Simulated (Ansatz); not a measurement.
Species: C₄H₁₂Mo, charge 0, multiplicity 1. This is an excited singlet: at this geometry the triplet lies 0.62 eV lower at RI-MP2/CBS(def2-TZVPPD,def2-QZVPPD)+[CCSD(T)-MP2]/def2-TZVPPD. 
Structure (B3LYP-D3(BJ)/def2-TZVP (Ansatz, a program for electronic structure) minimum search):
```xyz
17

Mo     0.0000     0.0000     0.0000
C     -0.2737    -0.9676     1.8210
C     -0.2074     2.0648     0.1437
C     -1.4380    -0.5150    -1.4121
C      1.9191    -0.5822    -0.5525
H      0.3568    -0.6422     2.6543
H     -0.3199    -2.0609     1.7987
H     -1.2968    -0.5814     1.9898
H      0.0606     2.6521    -0.7402
H      0.5890     2.1957     0.9006
H     -1.1452     2.4401     0.5651
H     -1.2215    -1.5999    -1.3883
H     -2.4850    -0.3686    -1.1288
H     -1.2791    -0.1566    -2.4340
H      2.0675    -1.6413    -0.7853
H      2.7442    -0.2226     0.0702
H      1.9293    -0.0144    -1.5022
```

Total electronic energies in hartree. Valence correlation only, unless marked. No spin-orbit coupling. The frozen core is the preceding noble-gas configuration, with the filled d and f shells of earlier blocks. In def2 rows, elements after Kr have scalar-relativistic effective core potentials. Basis-set limits of correlation are two-point, X^-3; Hartree-Fock from the larger set.

The Hartree-Fock reference is unstable (checked in the largest basis), which strains HF and MP2. 

```
level                                        program  energy (Eh)
------------------------------------  --------------  -----------
RI-HF/def2-TZVPP                              Ansatz   -225.93907
PBE-D3(BJ)/def2-TZVPD                 Ansatz + dftd3   -227.64246
r2SCANh-D4/def2-TZVPD                 Ansatz + dftd4   -227.73907
MP2/def2-TZVPP                                Ansatz   -226.90696
MP2/def2-QZVPPD                               Ansatz   -226.97464
RI-MP2/def2-TZVPPD                            Ansatz   -226.91120
RI-MP2/CBS(def2-TZVPP,def2-QZVPP)             Ansatz    -227.0133
CCSD/CBS(def2-TZVPPD,def2-QZVPPD)             Ansatz    -227.0434
CCSD(T)/CBS(def2-TZVPPD,def2-QZVPPD)          Ansatz    -227.1007
```

Totals of different functionals don't rank their quality; only differences between species are comparable.
